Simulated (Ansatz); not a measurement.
Two members of one family (Ge nanocrystals, hexagonal, H-capped), computed with Ansatz in the gas phase. The two geometries come from different levels. Binding counts from free atoms in the multiplicity of their measured ground term, without zero-point energy. Sets without diffuse functions give affinities that are too small. A dash marks a value that wasn't run or was left out as unsound. The structures are stationary points that may keep the symmetry of their start. Remarks come from the PBE and PBE0 runs and from stability tests at other levels; not every state was tested. A HOMO above zero means that the electron is unbound at that level and held by the basis, or that self-interaction error raises the level; the energy of removing that electron tells which.

First: Ge18H24 (singlet, charge 0, PBE-D4/def2-SVP geometry).

```csv
atom,x (Å),y (Å),z (Å)
Ge1,3.5583,0.2562,3.1849
Ge2,2.5327,2.4866,3.2064
Ge3,2.3904,-1.1868,1.5879
Ge4,0.0282,-1.3615,2.2128
Ge5,0.6695,2.5641,1.6183
Ge6,-0.9998,0.8789,2.2322
Ge7,-1.1624,-2.8085,0.6348
Ge8,-3.5160,-2.9750,1.2871
Ge9,-2.8826,0.9428,0.6673
Ge10,-4.5409,-0.7431,1.3029
Ge11,2.5092,-0.2000,-0.6509
Ge12,1.4808,2.0412,-0.6329
Ge13,1.3537,-1.6306,-2.2694
Ge14,-0.9945,-1.7972,-1.5904
Ge15,-0.3663,2.1218,-2.2404
Ge16,-2.0219,0.4435,-1.5717
Ge17,1.4923,-0.6305,-4.4995
Ge18,0.4717,1.6023,-4.4810
H19,3.4892,-0.3674,4.6097
H20,5.0600,0.3723,2.7915
H21,2.0193,2.8155,4.6382
H22,3.5960,3.5579,2.8262
H23,3.0266,-2.6122,1.5598
H24,-0.0820,-1.9645,3.6492
H25,0.0022,3.9755,1.6140
H26,-1.5183,1.1689,3.6770
H27,-0.4899,-4.2173,0.6142
H28,-3.6281,-3.6139,2.7030
H29,-4.2779,-3.8963,0.2903
H30,-3.5136,2.3707,0.6734
H31,-5.0956,-0.4299,2.7230
H32,-5.7377,-0.7087,0.3087
H33,4.0055,-0.0499,-1.0711
H34,2.5685,3.0832,-1.0440
H35,1.9980,-3.0526,-2.2560
H36,-1.7669,-2.6822,-2.6188
H37,-1.0207,3.5377,-2.2054
H38,-3.2034,0.4500,-2.5917
H39,2.9816,-0.5240,-4.9407
H40,0.7566,-1.5361,-5.5309
H41,1.5253,2.6650,-4.9104
H42,-0.6973,1.6541,-5.5077
```

```csv
level,HOMO (eV),LUMO (eV),gap (eV),vertical EA (eV),binding per atom (eV)
PBE-D4/def2-SVP,-5.85,-2.09,3.76,–,2.92
PBE-D4/def2-TZVP,-5.88,-2.20,3.69,0.92,2.92
r2SCAN-D4/def2-TZVP,-6.11,-2.05,4.06,–,2.96
PBE0-D4/def2-SVP,-6.77,-1.42,5.35,–,2.92
PBE0-D4/def2-TZVP,-6.76,-1.51,5.26,0.66,2.92
```

Remarks: HOMO above zero (-1 doublet).

Second: Ge21H28 (singlet, charge 0, r2SCAN-D4/def2-SVP geometry).

Cartesian coordinates in Å:
```
Ge 0.4322 0.9748 4.6958
Ge -1.3760 1.0404 3.0615
Ge 0.3441 4.0983 0.0445
Ge -1.4912 4.1899 -1.5563
Ge 3.0530 1.7554 1.8340
Ge 2.4909 0.2323 3.6408
Ge 1.2361 1.8412 0.2015
Ge -0.5691 0.3418 0.8764
Ge -1.8494 1.9887 -2.5219
Ge -2.4041 0.4143 -0.7499
Ge 2.1445 -1.9767 2.6932
Ge 0.3166 -1.9254 1.0702
Ge -1.4870 -3.3956 1.7778
Ge -2.7798 -1.8189 -1.6412
Ge -3.3284 -3.3282 0.1828
Ge 2.0204 1.1304 -1.9934
Ge 0.1823 1.2083 -3.6114
Ge 2.9046 -1.1256 -1.8006
Ge 1.1047 -2.6166 -1.1296
Ge -0.2073 -0.9998 -4.5508
Ge -0.7352 -2.5412 -2.7458
H 0.6380 2.3760 5.3029
H 0.0638 0.0127 5.8416
H -1.9487 2.4683 2.9614
H -2.5233 0.1096 3.5024
H -0.1437 4.5518 1.4350
H 1.4687 5.0602 -0.3904
H -2.7793 4.6631 -0.8533
H -1.1610 5.2024 -2.6705
H 3.2965 3.1724 2.3915
H 4.3529 1.2955 1.1438
H 3.6337 0.1928 4.6800
H -2.9996 2.0272 -3.5543
H -3.6781 0.8957 -0.0141
H 1.7981 -2.9843 3.8093
H 3.4361 -2.4650 2.0083
H -1.9800 -2.9619 3.1733
H -0.9501 -4.8365 1.9012
H -3.9287 -1.7740 -2.6748
H -4.6134 -2.8461 0.8842
H -3.5920 -4.7424 -0.3687
H 3.1394 2.0895 -2.4629
H 0.5635 2.1952 -4.7390
H 4.0123 -1.1486 -0.7254
H 3.5286 -1.5848 -3.1338
H 1.6352 -4.0662 -1.0432
H -1.3765 -0.9459 -5.5550
H 1.0478 -1.4816 -5.3091
H -0.9418 -3.9628 -3.3181
```

Q: What does the change do? Estimate second minus first.

A: 
```tsv
level	Δ HOMO (eV)	Δ LUMO (eV)	Δ gap (eV)	Δ vertical EA (eV)	Δ binding per atom (eV)
PBE-D4/def2-SVP	0.06	0.08	0.02	–	0.01
PBE-D4/def2-TZVP	0.06	0.08	0.03	-0.05	0.01
r2SCAN-D4/def2-TZVP	0.06	0.07	0.01	–	0.01
PBE0-D4/def2-SVP	0.06	0.06	0.00	–	0.01
PBE0-D4/def2-TZVP	0.06	0.07	0.01	-0.04	0.01
```

Remarks: HOMO above zero (-1 doublet).
